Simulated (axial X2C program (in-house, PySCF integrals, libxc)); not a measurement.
## Spin–orbit effects down a group: molecules with Si, HF

Calculated with an in-house relativistic program for diatomic molecules, spin-free (one-electron X2C) or two-component (2c: spin–orbit coupling with atomic mean-field Coulomb and Gaunt terms, which also bring small scalar terms), in Dyall basis sets with cores contracted in-house; open shells are unrestricted.

Basis sets: O dyall-av3z, Se dyall-cv3z, Si dyall-v3z, Te dyall-cv3z.

```tsv
molecule	spin-free state	Re (Å)	ωe (cm⁻¹)	De (eV)	2c state	Re 2c (Å)	ωe 2c (cm⁻¹)	De 2c (eV)
SiO	M_S = 0, Λ = 0	1.486	1390.6	4.64	Ω = 0	1.486	1390.5	4.64
SiSe	M_S = 0, Λ = 0	2.043	629.6	3.18	Ω = 0	2.044	628.4	n/a
SiTe	M_S = 0, Λ = 0	2.257	524.7	2.35	Ω = 0	2.260	519.6	n/a
```

Task: Work out the shifts from the spin-free to the two-component result.

Result: 

```json
{"molecule": "SiO", "2c state": "Ω = 0", "ΔRe (Å)": "0.000", "Δωe (cm⁻¹)": "-0.1", "ΔDe (eV)": "0.00"}
{"molecule": "SiSe", "2c state": "Ω = 0", "ΔRe (Å)": "0.001", "Δωe (cm⁻¹)": "-1.2", "ΔDe (eV)": "n/a"}
{"molecule": "SiTe", "2c state": "Ω = 0", "ΔRe (Å)": "0.003", "Δωe (cm⁻¹)": "-5.1", "ΔDe (eV)": "n/a"}
```

Shifts of one unit in the last digit are rounding.

Each entry is the lowest single determinant of a limited PBE0 search at one distance. De goes to single-determinant-based atoms at the same level (for ions the charge split of lowest energy) and is withheld (n/a) where an atom does not fit its ground term or J level. Main or longest-lived isotopes. Some light 2c atoms are not at their ground J level, so De misses part of their lowering (0.04 eV or less).
